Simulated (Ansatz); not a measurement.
Isolated molecules relaxed with PBE0-D4/def2-TZVP in Ansatz; ΔE leaves out vibrations. CCSD(T)/CBS is the MP2 limit (def2-TZVPP, def2-QZVPP) plus CCSD(T) − MP2 in def2-TZVPP, frozen cores. This one scheme is used for every species. DFT in def2-TZVPP. One conformer a species, not always the lowest.

Consider the ligand exchange at the Si–N bond: `BN[SiH](F)F` + `N[SiH](Cl)Cl` → `F[SiH](F)N[SiH](Cl)Cl` + `BN`.

```tsv
level	ΔE (kJ/mol)
PBE	-13.9
HF/CBS(def2)	-8.8
```

What does CCSD(T)/CBS give? (An estimate is asked.)

Computed: -15.5 kJ/mol. The listed levels differ from it by 1.6, 6.7 kJ/mol.

Largest T1 diagnostic among the species: 0.012.

The D4 term adds −6.6 kJ/mol with B3LYP and −3.9 kJ/mol with PBE0; it sums over pairs of atoms, weighted by their polarisabilities, and B3LYP, whose exchange is more repulsive, gets the larger term. In def2-TZVPP, CCSD(T) changes the Hartree–Fock value by −7.5 kJ/mol (the triples alone add −1.2 kJ/mol) and MP2 by −7.8 kJ/mol.

B3LYP here is the variant with VWN-RPA as its local correlation; programs differ in this.
